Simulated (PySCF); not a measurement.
Work out the structure from these simulated measurements.

Formula: C5H10Si.

| Quantity | Value |
| --- | --- |
| 1H NMR | chemical shifts (computed TMS as zero) by class: 6.60 (2 H), 6.52 (2 H), 6.13 (2 H), 4.89 (1 H), 0.27 (3 H) ppm [GIAO PBE0/pcSseg-1] |
| Rotational structure | rotational constants A, B, C: 3.658, 1.983, 1.384 GHz [GFN2-xTB] |
| 13C NMR | chemical shifts (computed TMS as zero) by class: 145.5 (2 C), 143.3 (2 C), -3.7 (1 C) ppm [GIAO PBE0/pcSseg-1] |
| NMR, other nuclei | isotropic shieldings of nuclei other than C and H, by class: 389 (1 Si) ppm [GIAO PBE0/pcSseg-1] |
| Dipole | 0.41 D [PBE0/pcSseg-1] |

Gas-phase values; electronic properties from PySCF, density fitting. Levels stand in brackets. Isolated species at its GFN2-xTB geometry (one conformer only). GFN2-xTB frequencies show an imaginary mode (40i cm⁻¹), so this geometry is no minimum at that level. NMR values are class means; diastereotopic atoms form classes of their own.

Problem. Propose a structure and show how it fits.

Solution. Numbering: `[CH2:1]=[CH:2][SiH:3]([CH3:4])[CH:5]=[CH2:6]`. Its formula, C5H10Si, gives 2 degrees of unsaturation: 0 rings and 2 π bonds in the structure found. 5 carbons fall into 3 classes; from least to most shielded: alkene CH carbon [C2/C5] (145.5 ppm, 2 C, up to 2.1 ppm apart in this geometry), terminal =CH2 carbon [C1/C6] (143.3 ppm, 2 C), Si-methyl carbon [C4] (-3.7 ppm). Hydrogen classes from least to most shielded: 2 H on 2 terminal =CH2 carbons, C1/C6 (6.60 ppm), 2 H on 2 alkene CH carbons, C2/C5 (6.52 ppm), 2 H on 2 terminal =CH2 carbons, C1/C6 (6.13 ppm), 1 H on an SiH silicon, Si3 (4.89 ppm), 3 H on an Si-methyl carbon, C4 (0.27 ppm). The other shieldings belong to: 389 ppm, SiH silicon [Si3]. The optimised geometry has point group C1 and is an asymmetric top. Structure: `C=C[SiH](C)C=C`. Computed isomers that give other values at the same levels: `C=CC[SiH]1CC1` (13C chemical shifts (computed TMS as zero) by class: 143.0 (1 C), 119.8 (1 C), 23.2 (1 C), -4.1 (2 C) ppm); `CCC1=C[C@H]1[SiH3]` (13C chemical shifts (computed TMS as zero) by class: 134.3 (1 C), 108.2 (1 C), 25.8 (1 C), 14.0 (1 C), 5.3 (1 C) ppm); `C[SiH]1CC=CC1` (13C chemical shifts (computed TMS as zero) by class: 138.3 (2 C), 20.2 (2 C), -3.5 (1 C) ppm). The assignments are read from this structure; whether some other isomer fits the data as well wasn't checked.

Shape of the structure used: `[CH2:1]=[CH:2][SiH:3]([CH3:4])[CH:5]=[CH2:6]`: C1–C2–Si3–C4 52°, C2–Si3–C5–C6 55°.
